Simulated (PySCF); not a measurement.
Dipole moment and polarisability of `C/C=C(/CO)CCl`

Compound: C5H9ClO.
SMILES with atom numbers: `[CH3:1]/[CH:2]=[C:3](/[CH2:4][OH:5])[CH2:6][Cl:7]` (hydrogens: H8, H9, H10 on C1; H11 on C2; H12, H13 on C4; H14 on O5; H15, H16 on C6)

Cartesian coordinates in Å at the GFN2-xTB level; atoms count from 1:
```
atom  x, y, z in Å
C1    -2.006    0.942   -0.308
C2    -0.564    0.979    0.067
C3     0.268   -0.055    0.145
C4     1.705    0.110    0.581
O5     2.618   -0.330   -0.404
C6    -0.105   -1.466   -0.176
Cl7   -0.892   -2.237    1.248
H8    -2.589    1.470    0.445
H9    -2.158    1.455   -1.258
H10   -2.385   -0.072   -0.387
H11   -0.185    1.965    0.308
H12    1.903    1.154    0.857
H13    1.899   -0.525    1.451
H14    2.509    0.215   -1.192
H15   -0.814   -1.543   -0.999
H16    0.787   -2.053   -0.391
```

Level: PBE0/def2-SVPD (PySCF), static field, nuclei fixed, core orbitals frozen in the response. The polarisability tensor in these axes (au):

```
x   87.90 -5.10 -0.43
y   -5.10 87.43 -6.88
z   -0.43 -6.88 69.25
```

Problem. What are the eigenvalues, a third of the trace, and Δα (Δα² = ½Σ(αi − αj)² over the three pairs)?

Solution. Principal values 66.74, 84.17 and 93.68 au; mean 81.53 au = 12.08 Å³ = 13.44 × 10⁻⁴⁰ C²·m²/J; Δα = 23.66 au (29 % of the mean).

Problem. What is the dipole moment, and where does it point?

Solution. (-0.62, 2.51, -1.73) D, 3.11 D in size, pointing from the negative to the positive side. Measured along this direction, the outermost atoms are Cl7 at the negative end and H9 at the positive end.

Problem. Orientational against electronic polarisability at 400 K (dilute gas, rigid molecules)?

Solution. In Gaussian units μ²/3kT = 58.27 Å³ against 12.08 Å³, a ratio of 4.82; the Debye molar polarisation (4π/3)N_A(α + μ²/3kT) is 177.5 cm³/mol, leaving out the vibrational part.

Problem. Refractivity n − 1 of an ideal gas of it at 500 K and 1 atm, from the electronic α?

Solution. N = p/kT = 1.4678 × 10¹⁹ cm⁻³, so n − 1 = 2π × N × 12.08 × 10⁻²⁴ cm³ = 1114 × 10⁻⁶ at long wavelengths, for an ideal gas.

Problem. Along which axes do the principal values lie, and how far do the nuclei extend along each?

Solution. Largest value along (-0.64, 0.74, -0.20), where the nuclei span 4.66 Å; middle along (0.76, 0.58, -0.29), 4.72 Å; least along (0.10, 0.34, 0.94), 2.92 Å. 

Problem. Find the Langevin capture rate constant for H3O+ (19.018 u) meeting this molecule (120.034 u), k = 2.342 × 10⁻⁹ cm³/s × √(α in Å³ / reduced mass in u).

Solution. The reduced mass is 16.42 u, so k = 2.01 × 10⁻⁹ cm³/s. The formula leaves out the permanent dipole, which adds to the capture rate.

Problem. Sum over states: ᾱ = Σ f/ω², ω in Eh. What share falls to these 6 lowest TDDFT singlets (eV, f)? 6.02, 0.1104; 6.39, 0.0233; 6.56, 0.1001; 6.70, 0.0324; 6.77, 0.0623; 7.28, 0.0410.

Solution. They add up to 6.52 au, 8.0 % of the 81.53 au; the largest single term is 2.26 au, from the state at 6.02 eV. Terms in order: 2.26, 0.42, 1.72, 0.53, 1.01, 0.57 au. Higher excitations give the rest. The strengths listed sum to 0.369.

One conformer (not necessarily the lowest) at the GFN2-xTB geometry, without solvent, vibrations or thermal averaging.
